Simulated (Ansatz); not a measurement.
Basis-set extrapolation for `N[Si](N)([SiH3])[SiH3]` (PBE0-D4/def2-TZVP geometry, frozen core, Ansatz). Multiplicity 1, RHF reference.

```json
{"": "HF", "def2-TZVPP": "-981.654193", "def2-QZVPP": "-981.687202"}
{"": "MP2 correlation", "def2-TZVPP": "-0.810319", "def2-QZVPP": "-0.869743"}
{"": "CCSD(T) correlation", "def2-TZVPP": "-0.914889", "def2-QZVPP": "not run"}
```

Energies in hartree. Use E(X) = E(∞) + A·exp(−7.88·√X) for Hartree–Fock and E(X) = E(∞) + B·X^(−2.97) for correlation, with X = 3 and 4, and add CCSD(T) minus MP2 of the smaller set to the MP2 limit.

**Question.** What is the CCSD(T) energy at the basis-set limit?

**Answer.** HF limit: -981.687202 + (-0.033009) × 0.13774 = -981.69175. MP2 limit: -0.869743 + (-0.059424) × 0.74074 = -0.91376. Higher-order term: -0.914889 − (-0.810319) = -0.10457. Total: -982.71008 hartree, 370.2 kJ/mol below CCSD(T)/def2-TZVPP.
